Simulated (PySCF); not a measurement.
## Hg(2+): excitation energy

Hg(2+) [Xe] 4f14 5d10 (1S) → Hg(2+) [Xe] 4f14 5d9 6s1 (3D), as a difference of total energies. All numbers are calculated (PySCF 2.14, the spin-free X2C one-electron Hamiltonian (Gaussian nucleus), in ANO-RCC-VTZP (8s7p5d3f1g, 84 functions)). The calculations carry no spin-orbit coupling.

```tsv
method	excitation energy (eV)
UHF	5.849
HSE06	5.704
revPBE	5.545
BHandHLYP	5.812
```

The basis was made for the ground configuration and has no added diffuse functions, so the excitation energy can come out too high.
